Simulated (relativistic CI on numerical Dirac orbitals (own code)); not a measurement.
**Transition arrays of Zr13+**

Calculated at this level of theory: Dirac-Coulomb-Breit CI, separate exchange-only KLI orbitals for each configuration, model QED (radiative potential, 1s self-energy scaled to tabulated hydrogen-like ionisation energies), valence Slater integrals scaled by 0.9, whole transition arrays (own radial code, finite nucleus).

Configurations in the expansion (outside the closed core [Ne] 3s2): 3p6 3d9, 3p6 3d8 4f, 3p5 3d10, 3p6 3d8 4p, 3p6 3d8 5f. Levels of other configurations are missing.

All E1 lines from the levels of 3p6 3d9; mean and standard deviation are weighted by gf, and upper levels are sorted by their leading configuration.

```tsv
Upper configuration	Lines	Σgf	Mean (eV)	Mean (nm)	σ (eV)	Strongest line (nm)
3p6 3d8 4f	81	35.4	306.77	4.042	3.11	4.024
3p5 3d10	3	2.4	155.47	7.975	5.65	8.176
3p6 3d8 4p	60	4.9	214.44	5.782	2.82	5.764
3p6 3d8 5f	81	22.1	367.67	3.372	3.38	3.355
```

Σgf per state of the lower configuration in bins of 0.1 nm over the central range (centre: value): 3.25: 0.08, 3.35: 1.72, 3.45: 0.41, 3.95: 0.16, 4.05: 3.04, 4.15: 0.35, 5.75: 0.24, 5.85: 0.20, 7.55: 0.08.

How do configuration mixing and the scaling of the Slater integrals move the arrays?

Slater scale 0.9, no configuration mixing: 3p6 3d8 4f 307.2 ± 3.1 eV (Σgf 39.8), 3p5 3d10 156.5 ± 5.7 eV (Σgf 2.7), 3p6 3d8 4p 214.5 ± 2.9 eV (Σgf 4.8), 3p6 3d8 5f 367.2 ± 3.4 eV (Σgf 16.3); Slater scale 1: 3p6 3d8 4f 307.5 ± 3.4 eV (Σgf 35.5), 3p5 3d10 155.2 ± 5.6 eV (Σgf 2.3), 3p6 3d8 4p 214.6 ± 3.1 eV (Σgf 4.9), 3p6 3d8 5f 368.1 ± 3.7 eV (Σgf 22.2); Slater scale 0.8: 3p6 3d8 4f 306.1 ± 2.8 eV (Σgf 35.3), 3p5 3d10 155.7 ± 5.7 eV (Σgf 2.4), 3p6 3d8 4p 214.3 ± 2.5 eV (Σgf 4.9), 3p6 3d8 5f 367.3 ± 3.1 eV (Σgf 22.0). With mixing, levels are counted to their leading configuration, so an array can shrink or vanish into another, and the sums then hold other lines.
